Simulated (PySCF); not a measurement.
**TDDFT excited states: H3Li3S3**

Species: (LiSH)3 ring, H3Li3S3.
Geometry (PBE0-D3(BJ)/def2-SVP, Å), atoms numbered from 1 in this order:
```xyz
9
H3Li3S3 angstrom
Li    -0.2328    1.8311   -0.5787
S     -1.9861    1.3897    0.8578
Li    -1.3958   -0.8273    1.0748
S      0.1026   -2.4688    0.4750
Li     1.4045   -1.0868   -0.8198
S      1.6142    1.0258   -1.7043
H     -1.3772    1.8187    1.9872
H      0.8554   -2.4584    1.5982
H      1.0151    0.7761   -2.8903
```

Computed, not measured: TDDFT CAM-B3LYP/def2-SVPD, vertical, gas phase, core orbitals frozen in the response in PySCF.

| state | E (eV) | E (kJ/mol) | λ (nm) | f | main configurations (H = HOMO, L = LUMO) |
| --- | --- | --- | --- | --- | --- |
| S1 | 5.41 | 522 | 229.3 | 0.069 | H→L (76%) |
| S2 | 5.44 | 525 | 227.9 | 0.081 | H-1→L (74%) |
| S3 | 5.74 | 554 | 215.8 | 0.0033 | H-5→L (49%), H→L+2 (10%) |
| S4 | 5.76 | 556 | 215.3 | 0.0054 | H-4→L (52%), H-3→L (11%), H-2→L+2 (8%) |
| S5 | 5.82 | 562 | 212.9 | 0.130 | H-2→L (64%) |
| S6 | 5.84 | 564 | 212.1 | 0.132 | H-3→L (56%), H-4→L (14%) |
| S7 | 6.00 | 579 | 206.6 | 0.0007 | H→L+3 (34%), H→L+1 (26%), H→L+4 (10%) |
| S8 | 6.07 | 585 | 204.4 | 0.0004 | H-1→L+3 (37%), H-1→L+1 (30%) |
| S9 | 6.36 | 614 | 195.0 | 0.0080 | H-1→L+4 (31%), H-5→L+3 (12%) |
| S10 | 6.40 | 617 | 193.8 | 0.0003 | H→L+1 (24%), H-1→L+2 (16%), H→L+3 (11%) |

Triplets, Tamm–Dancoff:

```tsv
state	E (eV)	λ (nm)	main configurations (H = HOMO, L = LUMO)
T1	5.15	240.6	H→L (64%)
T2	5.18	239.2	H-1→L (63%)
T3	5.40	229.4	H-5→L (36%), H→L+2 (8%)
T4	5.50	225.4	H-2→L (46%), H-2→L+2 (13%)
```

The lowest singlet lies at 5.41 eV (229 nm, ultraviolet) and is of moderate strength; its leading configuration is HOMO→LUMO (76%). The largest oscillator strength of a single state is 0.132. Löwdin shares by element: HOMO sulfur 86%, hydrogen 5% or more; LUMO lithium 80%, sulfur 5% or more (atoms not listed hold the other 15%). The oscillator strengths of these states sum to 0.429; summed over the whole spectrum of an exact calculation they would give the number of electrons, 60 (Thomas–Reiche–Kuhn). Orbital energies (eV): HOMO-3 -8.79, HOMO-2 -8.77, HOMO-1 -8.37, HOMO -8.34, LUMO -0.31, LUMO+1 0.35, LUMO+2 0.38. Of the 10 states listed, 4 reach f = 0.01 and 2 stay under 0.0005. No computed singlet lies in the visible range (380 to 750 nm); the lowest, at 229 nm, stands 2.14 eV above its violet end (3.26 eV). Only the lowest 10 singlets were computed, as vertical energies without vibronic structure.

One conformer stands for the species.
